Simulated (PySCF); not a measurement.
H2Cl2GaN, singlet, at a GFN2-xTB geometry (such geometries of metal compounds can be far from the true shape). Base run: M062X/6-31G (PySCF).

PySCF was given this input:
```python
from pyscf import gto, scf, dft, solvent

mol = gto.M(
    atom='''
Ga    0.18388388   -0.07783432    0.10298981
Cl   -1.46050093   -1.33441155   -0.09779751
Cl    0.22390943    1.83572057   -0.70941950
N     1.58807464   -0.62117238    1.15393308
H     2.48671077   -0.15761541    1.08675103
H     1.71842206   -1.60356753    1.36572240
''',
    basis='6-31g',
    verbose=4,
)

mf = dft.RKS(mol)
mf.xc = 'm062x'
mf.kernel()
```

Variants of this job, named by their change:

```tsv
change	ΔE vs base (kcal/mol)	dipole (D)	HOMO-LUMO gap (eV)
base	0.000	3.13	8.68
model = IEF-PCM; solvent = toluene; vdw_scale = 1.1	-6.19	3.49	8.70
model = IEF-PCM; solvent = tetrahydrofuran	-7.53	3.67	8.68
model = IEF-PCM; solvent = toluene; r_probe = 0.5	…	…	…
model = IEF-PCM; solvent = water	-9.29	3.78	8.69
model = ddCOSMO; solvent = toluene	-3.73	3.43	8.69
model = SS(V)PE; solvent = toluene	-4.25	3.45	8.68
model = IEF-PCM; solvent = toluene; lebedev_order = 41	-4.29	3.45	8.68
model = IEF-PCM; solvent = toluene; vdw_scale = 1.4	…	…	…
model = C-PCM; solvent = toluene	-5.24	3.49	8.70
model = IEF-PCM; solvent = dimethylsulfoxide	…	3.78	8.69
model = IEF-PCM; solvent = toluene; vdw_scale = 1.0	-9.33	3.52	8.75
```

Question: Complete the blanks.

Answer: 
- model = IEF-PCM; solvent = toluene; r_probe = 0.5, ΔE vs base (kcal/mol): -1.66
- model = IEF-PCM; solvent = toluene; r_probe = 0.5, dipole (D): 3.34
- model = IEF-PCM; solvent = toluene; r_probe = 0.5, HOMO-LUMO gap (eV): 8.66
- model = IEF-PCM; solvent = toluene; vdw_scale = 1.4, ΔE vs base (kcal/mol): -2.28
- model = IEF-PCM; solvent = toluene; vdw_scale = 1.4, dipole (D): 3.38
- model = IEF-PCM; solvent = toluene; vdw_scale = 1.4, HOMO-LUMO gap (eV): 8.65
- model = IEF-PCM; solvent = dimethylsulfoxide, ΔE vs base (kcal/mol): -9.16

The base is the gas phase, so ΔE is the electrostatic part of solvation at a fixed geometry, without cavity and dispersion terms.
